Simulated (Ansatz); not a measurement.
Species: sum formula H6SiN3O (charge -1, singlet). It need not be the lowest isomer of its formula. Whether it binds its extra electron was not tested at this geometry. 
Geometry from a B3LYP-D3(BJ)/def2-TZVP (Ansatz, a program for electronic structure) optimisation:
```xyz
11

N      1.1483     1.1690     0.7124
Si     0.0746     0.1068     0.0610
N     -0.7406    -1.0976     1.0983
N      0.9435    -0.8044    -1.1894
O     -1.3415     0.6474    -0.7370
H      0.7629     1.8747     1.3325
H     -1.7485    -1.0021     1.1020
H     -0.4083    -1.0555     2.0525
H      0.7699    -1.8005    -1.1467
H      1.9386    -0.6451    -1.0935
H     -1.0848     1.0856    -1.5530
```
Charge -1, spin multiplicity 1.

Basis-set convergence of Hartree-Fock and CCSD(T) correlation energies (hartree) with Ansatz. Correlated levels leave the core frozen unless marked. Spin-orbit coupling is left out. No relativistic terms. This anion needs diffuse functions, which these sets lack.

```tsv
basis	functions	E(HF)	E(corr, CCSD(T))
cc-pV(D+d)Z	109	-530.74509	-0.86477
cc-pV(T+d)Z	243	-530.86487	-1.08920
cc-pV(Q+d)Z	464	___	___
```

Fill in the missing entries.


- cc-pV(Q+d)Z, E(HF): -530.89475
- cc-pV(Q+d)Z, E(corr, CCSD(T)): -1.16307
